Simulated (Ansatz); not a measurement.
Calculated with Ansatz (gas phase, PBE0-D4/def2-TZVP geometries, no zero-point term in ΔE). CCSD(T)/CBS adds triple-zeta CCSD(T) − MP2 to the extrapolated MP2 energy (def2 sets, frozen cores). This one scheme is used for every species. DFT in def2-TZVPP.

Consider the substitution at a C–F bond: `FC#[C][AlH2]` + CH₃SH → `CSC#[C][AlH2]` + H–F.

```tsv
level	ΔE (kJ/mol)
PBE	-107.2
CCSD(T)/def2-TZVPP	-113.2
```

What does CCSD(T)/CBS give? (An estimate is asked.)

Ansatz gave: -119.7 kJ/mol. The listed levels differ from it by 12.5, 6.5 kJ/mol.

Largest T1 diagnostic among the species: 0.013.

The D4 term adds −8.8 kJ/mol with B3LYP and −4.9 kJ/mol with PBE0; it sums over pairs of atoms, weighted by their polarisabilities, and B3LYP, whose exchange is more repulsive, gets the larger term. In def2-TZVPP, CCSD(T) changes the Hartree–Fock value by −21.9 kJ/mol (the triples alone add −5.2 kJ/mol) and MP2 by −37.6 kJ/mol.

B3LYP here is the variant with VWN-RPA as its local correlation; programs differ in this.
